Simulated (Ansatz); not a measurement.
| atom | x (Å) | y (Å) | z (Å) |
| --- | --- | --- | --- |
| Li | 0.0000 | 0.0000 | -1.0570 |
| F | 0.0000 | 0.0000 | 0.3523 |

Basis set: def2-TZVP (spherical functions). Correlated methods keep 1 orbital frozen. Charge 0, multiplicity 1.

Computed with Ansatz (development build ahead of 0.2.0); each method stands on the lowest determinant of its kind that the runs found. Restricted open shells among the atoms or ions are ROHF, correlated in semicanonical orbitals with singles.

The atomization energy at this shape (free ground-state atoms in the same class of orbitals less the molecule, no zero-point energy) of singlet LiF:

```csv
method,atomization energy
RHF-MP2,5.58 eV
```

(1) What does RHF give?

## Answers

(1) 3.70 eV. Caution: the shape is not the minimum.
